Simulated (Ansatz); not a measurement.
ClFGaHO (`[OH][Ga]([F])[Cl]`), relaxed with RKS PBE0-D4/def2-TZVP in the Gaussian-basis code of Ansatz from a GFN2-xTB geometry. The force threshold is 0.005 eV/Å; the program also tests the step.

The species carries charge 0 and has multiplicity 1.

Start:

```xyz
5

O     0.470   -0.955   -0.823
Ga    0.027    0.226    0.378
F    -1.384    1.158   -0.126
Cl    0.963    0.568    2.183
H    -0.077   -0.997   -1.612
```

```csv
step,energy (eV),largest force (eV/Å),largest move (Å)
1,-69671.1705,1.173,0.000
2,-69671.2088,0.562,0.040
3,-69671.2230,0.056,0.048
4,-69671.2231,0.019,0.005
5,-69671.2232,0.006,0.003
6,-69671.2232,0.004,0.002
```

End:

```xyz
5

O     0.506   -0.991   -0.818
Ga   -0.020    0.236    0.332
F    -1.405    1.215   -0.068
Cl    0.963    0.557    2.162
H    -0.043   -1.017   -1.607
```

Run time 21 s (2 threads of an AMD EPYC 7R13 on a shared host); peak host memory 0.41 GiB.
